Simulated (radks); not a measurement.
Valence configurations of Sb III (all share [Kr]). Method: non-relativistic Kohn-Sham, PBE, spin-polarised, spherical densities, point nucleus; open shells are filled with parallel spins first (spin-orbit coupling, left out, can overturn this in heavy ions); relativity is left out, which matters for an element this heavy; computed with a radial shooting solver on a logarithmic mesh with Libxc functionals. Energies are relative to 4d10 5s2 5p1; eigenvalues in eV for spin up.

valence          E (eV)  moment (Bohr magnetons)    e(4d)    e(5p)    e(5s)
4d10 5s2 5p1      0.000                        1  -53.503  -20.461  -28.596
4d10 5s1 5p2      6.426                        3  -54.672  -21.630  -29.915
4d10 5p3         14.738                        3  -55.777  -22.184        -
4d9.5 5s2 5p1.5  16.944                        2  -57.130  -21.608  -30.053
4d9.5 5s1.5 5p2  20.249                        3  -57.692  -22.176  -30.690
4d9 5s2 5p2      34.873                        3  -60.735  -22.695  -31.443
4d9 5s1.5 5p2.5  38.082                        4  -61.258  -23.215  -32.030
4d9 5s0.5 5p3.5  46.919                        4  -62.350  -23.734  -32.640
4d8 5s2 5p3      73.701                        5  -67.899  -24.734  -34.068
4d7 5s2 5p4      119.29                        5  -75.163  -26.212  -36.113

NIST lists [Kr] 4d10 5s2 5p1 as the ground configuration; this level of theory agrees among the configurations tried. The energies are those of spherical high-spin densities, not of single terms. Relativity is left out, which favours d and f over s occupation in heavy atoms.
